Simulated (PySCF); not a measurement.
Cd(OH)(SiH3) (CdH4OSi), SMILES [OH][Cd][SiH3].

Geometry optimised at B3LYP-D3(BJ)/def2-TZVP. The def2 effective core potentials stand for the cores of Cd; spin–orbit coupling is left out. One conformer was computed; it need not be the lowest.

Level of theory: IEF-PCM-B3LYP/def2-SVP run with PySCF.

The values are the electrostatic part of the solvation free energy, E(continuum) − E(gas) at the gas-phase geometry, in a cavity of scaled van der Waals radii (PySCF's table); cavitation and dispersion terms are not included. A continuum can't describe solvent molecules that bind to the metal. In vacuum the orbital gap is 6.01 eV. The dipole moment in vacuum is 1.62 D.

**Question.** Estimate the values in water (ε = 78.36), tetrahydrofuran (ε = 7.43), dichloromethane (ε = 8.93). (The exact figures need the calculation; the answer reports its results.)

**Answer.** 
```
solvent              ε  ΔG(elec) (kcal/mol)  dipole (D)  gap (eV)
---------------  -----  -------------------  ----------  --------
water            78.36                -10.9        1.88      6.57
tetrahydrofuran   7.43                 -8.8        1.83      6.49
dichloromethane   8.93                 -9.2        1.84      6.51
```
